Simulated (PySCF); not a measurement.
Isomers of C4H14N2Si, from PBE0-D3(BJ)/def2-SVP geometry optimisation, gas phase (PySCF 2.14.0). One conformer each, no zero-point energy, no frequencies.

Task: Which isomer lies lower at this level?
A. `[CH3:1][N:2]([CH3:3])[SiH2:4][N:5]([CH3:6])[CH3:7]` with C1–N2–Si4–N5 -51°, N2–Si4–N5–C6 141°: A = 3671, B = 1250, C = 1181 MHz, dipole 0.85 D
B. `[CH3:1][C:2]([CH3:3])([CH3:4])[NH:5][SiH2:6][NH2:7]` with C2–N5–Si6–N7 -173°, N5–Si6–N7–H 66° and -150°: A = 3760, B = 1134, C = 1094 MHz, dipole 0.88 D

Result: B. That is `CC(C)(C)N[SiH2]N`, 20.5 kcal/mol below the other.

```
          SMILES                                        mapped SMILES      E (Eh)  relative (kcal/mol)  relative (kJ/mol)  dipole (D)
CC(C)(C)N[SiH2]N  [CH3:1][C:2]([CH3:3])([CH3:4])[NH:5][SiH2:6][NH2:7]  -559.18310                  0.0                0.0        0.88
CN(C)[SiH2]N(C)C   [CH3:1][N:2]([CH3:3])[SiH2:4][N:5]([CH3:6])[CH3:7]  -559.15046                 20.5               85.7        0.85
```

As drawn, the lower has an N–H bond, which the higher lacks.
